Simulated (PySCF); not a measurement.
C4H3F2O (charge +1).
SMILES with atom numbers: `[F:1][CH:2]([F:3])[O:4][c+:5]1[cH:6][cH:7]1` (hydrogens: H8 on C2; H9 on C6; H10 on C7)

The geometry is computed with GFN2-xTB (gas phase).

(1) List the bond lengths, angles and torsions at this level.

## Answers

(1) 
```
         bond  length (bohr)
 F1–C2, C2–F3          2.501
        C2–O4          2.717
        O4–C5          2.384
 C5–C6, C5–C7          2.641
        C6–C7          2.579
        C2–H8          2.080
C6–H9, C7–H10          2.027
```

Bonds in one row agree within 0.02 bohr and their mean is given. A selection of angles:
```
   angle  degrees
F1–C2–F3    108.2
F1–C2–O4    108.1
F1–C2–H8    112.0
O4–C2–H8    108.0
C2–O4–C5    118.7
O4–C5–C6    149.4
O4–C5–C7    152.2
C6–C5–C7     58.5
C5–C6–C7     61.0
C5–C6–H9    148.8
C7–C6–H9    150.2
```

Torsions: F1–C2–O4–C5 59° (synclinal); C2–O4–C5–C6 180° (antiperiplanar).

O4 (oxygen bonded to 2 C) is bent (angle 118.7°). Of the pairs four or more bonds apart, F3···C7 is among the closest relative to their van der Waals radii: 3.27 Å, 103 % of the sum of Bondi's values. The C–C distances run from 1.365 Å (C6–C7, drawn aromatic) to 1.400 Å (C5–C7, drawn aromatic), a spread of 0.035 Å. The 2 C–O bonds span 1.262 Å (O4–C5, drawn single) to 1.438 Å (C2–O4, drawn single), a spread of 0.176 Å. C6 (unsaturated ring CH carbon) has angles 150.2°, 148.8° and 61.0°, sum 360.0°, 0.00 Å off the plane of its three neighbours. C5 (unsaturated ring carbon) has angles 152.2°, 149.4° and 58.5°, sum 360.0°, 0.00 Å off the plane of its three neighbours. The 3-membered ring C5–C6–C7 has internal angles of 58.5° to 61.0°.

Point group: Cs (tolerance 0.08 Å). No frequency check.

One conformer stands for the species.
